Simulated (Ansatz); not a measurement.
The cluster Li₄Al₂. Charge 0, multiplicity 1. Geometry r2SCAN-D4/def2-TZVP, basis def2-TZVP, Ansatz.

```csv
atom,x (Å),y (Å),z (Å)
Al1,0.0974,0.7917,-0.1557
Al2,0.1710,-0.7499,1.7899
Li3,2.0894,-0.8671,-0.1833
Li4,-2.0406,0.6180,1.5689
Li5,-1.0206,-1.6525,-0.4916
Li6,0.7033,1.8598,-2.5282
```

```json
{"run": "A", "HOMO (eV)": "-4.81", "LUMO (eV)": "-0.22"}
{"run": "B", "HOMO (eV)": "-4.89", "LUMO (eV)": "0.07"}
{"run": "C", "HOMO (eV)": "-3.32", "LUMO (eV)": "-1.52"}
{"run": "D", "HOMO (eV)": "-3.15", "LUMO (eV)": "-1.72"}
{"run": "E", "HOMO (eV)": "-3.46", "LUMO (eV)": "-1.46"}
{"run": "F", "HOMO (eV)": "-2.79", "LUMO (eV)": "-1.84"}
```

B3LYP takes the VWN-RPA correlation. The structure comes from a short search, and lower isomers may exist.

Task: The runs used B3LYP, BLYP, PBE0, r2SCANh, ωB97M-V, ωB97X-V. Estimate which is which.

Result: A ωB97M-V (range-separated); B ωB97X-V (range-separated); C B3LYP (20 % exact exchange); D r2SCANh (10 % exact exchange); E PBE0 (25 % exact exchange); F BLYP (0 % exact exchange). Exact exchange lowers occupied and raises empty levels; among semilocal functionals meta-GGAs tend to open the gap a little, and such runs are hard to tell apart. The gap grows from 0.95 eV (BLYP) to 4.96 eV (ωB97X-V). The restricted singlet is unstable towards broken spin symmetry in Hartree–Fock (as tested in another run); at ωB97M-V/def2-TZVP, ωB97X-V/def2-TZVP, B3LYP-D4/def2-TZVP, r2SCANh-D4/def2-TZVP and others this wasn't settled.
